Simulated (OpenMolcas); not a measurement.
# Levels of Tl+ by method

```json
{
  "Program": "OpenMolcas 26.06",
  "Basis": "ANO-RCC-VTZP [8s7p5d3f2g]",
  "Scalar Hamiltonian": "DKH2, point nucleus",
  "Active space": "2 electrons in 8 orbitals (6s 6p 7s 7p)",
  "State averaging": "2S+1 = 3 even, 3 roots; 2S+1 = 1 even, 7 roots; 2S+1 = 3 odd, 3 roots; 2S+1 = 1 odd, 3 roots",
  "Spin-orbit coupling": "RASSI with atomic mean-field integrals over the reference wave functions, term energies averaged over their components"
}
```

Methods on the same reference wave functions:
A. CASSCF
B. SS-CASPT2, IPEA 0.25 Eh, imaginary shift 0.1 Eh (closed shells correlated: 5d)
C. MS-CASPT2, IPEA 0.25 Eh, imaginary shift 0.1 Eh (closed shells correlated: 5d)
D. XMS-CASPT2, IPEA 0.25 Eh, imaginary shift 0.1 Eh (closed shells correlated: 5d)

Energies in cm⁻¹ above 6s² ¹S₀, the measured ground level; measured values from NIST Handbook of Basic Atomic Spectroscopic Data.

| Level | A | B | C | D | Measured |
| --- | --- | --- | --- | --- | --- |
| 6s² ¹S₀ | 0.0 | 0.0 | 0.0 | 0.0 | 0.0 |
| 6s 6p ³P°₀ | 44725 | 49810 | 50350 | 51450 | 49451 |
| 6s 6p ³P°₁ | 47489 | 52400 | 52940 | 54030 | 52394 |
| 6s 6p ³P°₂ | 54349 | 59430 | 59970 | 61070 | 61728 |
| 6s 6p ¹P°₁ | 76283 | 73440 | 73980 | 74820 | 75663 |
| 6p² ³P₀ | 116906 | 122570 | 123080 | 124130 |  |

Deviations, from unrounded energies. A percentage is the sum of absolute deviations over the sum of measured energies, with the sign that they share, or ± where signs differ.

| Against measurement | Levels | A | B | C | D |
| --- | --- | --- | --- | --- | --- |
| mean absolute deviation (cm-1) | 4 | 4400 | 1200 | 1200 | 1300 |
| other configurations (%) | 4 | ±7.4 | ±2.0 | ±2.0 | ±2.1 |

B, C, D lie about equally close to measurement and A furthest from it. The largest miss of B in the table is 6s 6p ³P°₂, by -2300 cm-1. The ranking rests on the paired levels alone, and a cruder setting can come out closer through cancelling errors.

Among B to D the level of the table that moves most is 6s 6p ³P°₀, by 1600 cm-1 (lowest in B, highest in D). Moves below CASPT2's spread within the term are not significant.

The two smallest mean deviations differ by little beside CASPT2's spread within terms, so their order carries little weight.

The lowest spin-free term lies below A's lowest term by 0.399 hartree in B, 0.402 hartree in C, 0.409 hartree in D.

Over all roots computed the reference weight is 0.86 to 0.93 in B, 0.86 to 0.93 in C, 0.80 to 0.92 in D; the roots of lowest weight are the least certain, and an intruder state may touch them. The run also gave levels led by 6s 7s, which use shells meant for correlation; these and all levels above them are left out. The ¹D term of p² mixes with s d, which this space lacks. Spin-orbit splittings of 6p shells tend to come out small when the coupling is added on scalar orbitals. Measured partners are found by configuration, term and J. A level has none where our copy of the source lacks it or the pairing is in doubt (some pairs that miss far off the trend of their configuration count as doubtful), and it then counts in no deviation. Levels of configurations outside the active space are missing. Levels that lie high or do not pair safely by name in every column are left out.

° marks odd parity.
